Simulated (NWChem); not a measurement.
All runs are NWChem calculations. System: Ga, charge 0, spin multiplicity 2. Its SCF solution wasn't tested for a lower state. Level: UHF/def2-TZVPD.

Input file:

```
start mol
memory heap 200 mb stack 900 mb global 1100 mb
geometry units angstroms nocenter noautoz
  Ga     0.000000     0.000000     0.000000
  symmetry group D2h
end
basis spherical
  * library def2-tzvpd
end
scf
  uhf
  nopen 1
  maxiter 100
  thresh 1e-7
  semidirect memsize 60000000 filesize 0
  # guess.movecs holds the orbitals of an unrestricted PBE0 run
  vectors input guess.movecs output mol.movecs
end
task scf energy
```

Part of the output:

```
             Northwest Computational Chemistry Package (NWChem) 7.3.0
             --------------------------------------------------------

                                NWChem Input Module
                                -------------------

 Scaling coordinates for geometry "geometry" by  1.889725989
 (inverse scale =  0.529177249)

                             Geometry "geometry" -> ""
                             -------------------------

 Output coordinates in angstroms (scale by  1.889725989 to convert to a.u.)

  No.       Tag          Charge          X              Y              Z
 ---- ---------------- ---------- -------------- -------------- --------------
    1 Ga                  31.0000     0.00000000     0.00000000     0.00000000

 Effective nuclear repulsion energy (a.u.)       0.0000000000

            Nuclear Dipole moment (a.u.)
            ----------------------------
        X                 Y               Z
 ---------------- ---------------- ----------------
     0.0000000000     0.0000000000     0.0000000000

      Symmetry information
      --------------------

 Group name             D2h
 Group number             26
 Group order               8
 No. of unique centers     1

      Symmetry unique atoms

     1


 Summary of "ao basis" -> "" (spherical)
 ------------------------------------------------------------------------------
       Tag                 Description            Shells   Functions and Types
 ---------------- ------------------------------  ------  ---------------------
 *                         def2-tzvpd                 on all atoms

 Summary of "ao basis" -> "ao basis" (spherical)
 ------------------------------------------------------------------------------
       Tag                 Description            Shells   Functions and Types
 ---------------- ------------------------------  ------  ---------------------
 Ga                        def2-tzvpd               18       54   7s5p5d1f

                                 NWChem SCF Module
                                 -----------------

  ao basis        = "ao basis"
  functions       =    54
  atoms           =     1
  alpha electrons =    16
  beta  electrons =    15
  charge          =   0.00
  wavefunction    = UHF
  use symmetry    = T
  symmetry adapt  = T

 Summary of "ao basis" -> "ao basis" (spherical)
 ------------------------------------------------------------------------------
       Tag                 Description            Shells   Functions and Types
 ---------------- ------------------------------  ------  ---------------------
 Ga                        def2-tzvpd               18       54   7s5p5d1f

      Symmetry analysis of basis
      --------------------------

        ag         17
        au          1
        b1g         5
        b1u         7
        b2g         5
        b2u         7
        b3g         5
        b3u         7

 Forming initial guess at       0.0s

   Symmetry analysis of molecular orbitals - initial alpha
   -------------------------------------------------------

  Numbering of irreducible representations:

     1 ag          2 au          3 b1g         4 b1u         5 b2g
     6 b2u         7 b3g         8 b3u

  Orbital symmetries:

     1 ag          2 ag          3 b1u         4 b2u         5 b3u
     6 ag          7 b2u         8 b1u         9 b3u        10 b3g
    11 ag         12 b1g        13 b2g        14 ag         15 ag
    16 b3u        17 b1u        18 b2u        19 ag         20 b2g
[...]
              MO Center= -2.8D-17,  5.8D-20,  2.6D-20, r^2= 3.7D+00
   Bfn.  Coefficient  Atom+Function         Bfn.  Coefficient  Atom+Function
  ----- ------------  ---------------      ----- ------------  ---------------
    20      0.669315  1 Ga px                17      0.456031  1 Ga px
    11     -0.168168  1 Ga px

 Vector   17  Occ=0.000000D+00  E= 2.891886D-02  Symmetry=b1u
              MO Center= -3.7D-19,  8.6D-18,  5.6D-18, r^2= 4.5D+00
   Bfn.  Coefficient  Atom+Function         Bfn.  Coefficient  Atom+Function
  ----- ------------  ---------------      ----- ------------  ---------------
    22      0.824659  1 Ga pz                19      0.262682  1 Ga pz

 Vector   18  Occ=0.000000D+00  E= 2.891886D-02  Symmetry=b2u
              MO Center= -6.4D-21, -5.7D-19, -6.7D-21, r^2= 4.5D+00
   Bfn.  Coefficient  Atom+Function         Bfn.  Coefficient  Atom+Function
  ----- ------------  ---------------      ----- ------------  ---------------
    21      0.824659  1 Ga py                18      0.262682  1 Ga py

 Vector   19  Occ=0.000000D+00  E= 6.672228D-02  Symmetry=ag
              MO Center=  9.0D-16,  2.2D-18,  1.7D-17, r^2= 1.3D+01
   Bfn.  Coefficient  Atom+Function         Bfn.  Coefficient  Atom+Function
  ----- ------------  ---------------      ----- ------------  ---------------
     7      2.064747  1 Ga s                  6     -1.705581  1 Ga s

                     UHF Final Beta Molecular Orbital Analysis
                     -----------------------------------------

 Vector   13  Occ=1.000000D+00  E=-1.187957D+00  Symmetry=b1g
              MO Center= -2.2D-20, -3.3D-16,  9.1D-20, r^2= 2.2D-01
   Bfn.  Coefficient  Atom+Function         Bfn.  Coefficient  Atom+Function
  ----- ------------  ---------------      ----- ------------  ---------------
    23      0.906967  1 Ga d -2              28      0.208450  1 Ga d -2

 Vector   14  Occ=1.000000D+00  E=-1.185381D+00  Symmetry=ag
              MO Center= -1.1D-16, -1.6D-16, -7.0D-15, r^2= 2.2D-01
   Bfn.  Coefficient  Atom+Function         Bfn.  Coefficient  Atom+Function
  ----- ------------  ---------------      ----- ------------  ---------------
    27      0.785960  1 Ga d  2              25     -0.453774  1 Ga d  0
    32      0.179645  1 Ga d  2

 Vector   15  Occ=1.000000D+00  E=-3.933606D-01  Symmetry=ag
              MO Center=  1.2D-17,  1.9D-18,  5.4D-17, r^2= 2.0D+00
   Bfn.  Coefficient  Atom+Function         Bfn.  Coefficient  Atom+Function
  ----- ------------  ---------------      ----- ------------  ---------------
     5      0.643318  1 Ga s                  6      0.510582  1 Ga s
     4     -0.299986  1 Ga s                  3     -0.210941  1 Ga s

 Vector   16  Occ=0.000000D+00  E= 3.899935D-02  Symmetry=b1u
              MO Center= -5.9D-21,  2.2D-18, -1.1D-17, r^2= 4.5D+00
   Bfn.  Coefficient  Atom+Function         Bfn.  Coefficient  Atom+Function
  ----- ------------  ---------------      ----- ------------  ---------------
    22      0.828870  1 Ga pz                19      0.256554  1 Ga pz

 Vector   17  Occ=0.000000D+00  E= 3.899935D-02  Symmetry=b2u
              MO Center= -2.8D-21, -6.2D-19,  1.6D-19, r^2= 4.5D+00
   Bfn.  Coefficient  Atom+Function         Bfn.  Coefficient  Atom+Function
  ----- ------------  ---------------      ----- ------------  ---------------
    21      0.828870  1 Ga py                18      0.256554  1 Ga py

 Vector   18  Occ=0.000000D+00  E= 7.273266D-02  Symmetry=ag
              MO Center= -7.4D-18, -8.5D-19, -2.7D-17, r^2= 1.3D+01
   Bfn.  Coefficient  Atom+Function         Bfn.  Coefficient  Atom+Function
  ----- ------------  ---------------      ----- ------------  ---------------
     7      2.075484  1 Ga s                  6     -1.748711  1 Ga s

 center of mass
 --------------
 x =   0.00000000 y =   0.00000000 z =   0.00000000

 moments of inertia (a.u.)
 ------------------
           0.000000000000           0.000000000000           0.000000000000
           0.000000000000           0.000000000000           0.000000000000
           0.000000000000           0.000000000000           0.000000000000

  Mulliken analysis of the total density
  --------------------------------------

    Atom       Charge   Shell Charges
 -----------   ------   -------------------------------------------------------
    1 Ga  31    31.00   2.00  2.00  1.18  0.78  1.04  0.97  0.02  5.98  4.43  1.56  0.40  0.62  8.88  1.14 -0.05  0.04 -0.00  0.00

  Mulliken analysis of the alpha density
  --------------------------------------

    Atom       Charge   Shell Charges
 -----------   ------   -------------------------------------------------------
    1 Ga  31    16.00   1.00  1.00  0.59  0.39  0.51  0.50  0.01  2.99  2.22  0.78  0.39  0.63  4.44  0.57 -0.02  0.02 -0.00  0.00

   Mulliken analysis of the beta density
   -------------------------------------

    Atom       Charge   Shell Charges
 -----------   ------   -------------------------------------------------------
    1 Ga  31    15.00   1.00  1.00  0.59  0.39  0.54  0.47  0.01  2.99  2.21  0.79  0.02 -0.00  4.45  0.56 -0.03  0.02 -0.00  0.00

   Mulliken analysis of the spin density
   -------------------------------------

    Atom       Charge   Shell Charges
 -----------   ------   -------------------------------------------------------
    1 Ga  31     1.00  -0.00 -0.00 -0.00  0.00 -0.03  0.03 -0.00  0.00  0.01 -0.01  0.37  0.63 -0.01  0.01  0.01  0.00  0.00  0.00

       Multipole analysis of the density wrt the origin
       ------------------------------------------------

     L   x y z        total         alpha         beta         nuclear
     -   - - -        -----         -----         ----         -------
     0   0 0 0     -0.000000    -16.000000    -15.000000     31.000000

     1   1 0 0     -0.000000      0.000000     -0.000000      0.000000
     1   0 1 0      0.000000      0.000000      0.000000      0.000000
     1   0 0 1      0.000000     -0.000000      0.000000      0.000000

     2   2 0 0    -17.111528    -12.873198     -4.238330      0.000000
     2   1 1 0     -0.000000     -0.000000     -0.000000      0.000000
     2   1 0 1     -0.000000      0.000000     -0.000000      0.000000
     2   0 2 0    -11.630915     -7.017138     -4.613777      0.000000
     2   0 1 1      0.000000      0.000000     -0.000000      0.000000
     2   0 0 2    -11.630915     -7.017138     -4.613777      0.000000

 Task  times  cpu:        0.4s     wall:        0.4s

 Total times  cpu:        0.5s     wall:        0.5s
```
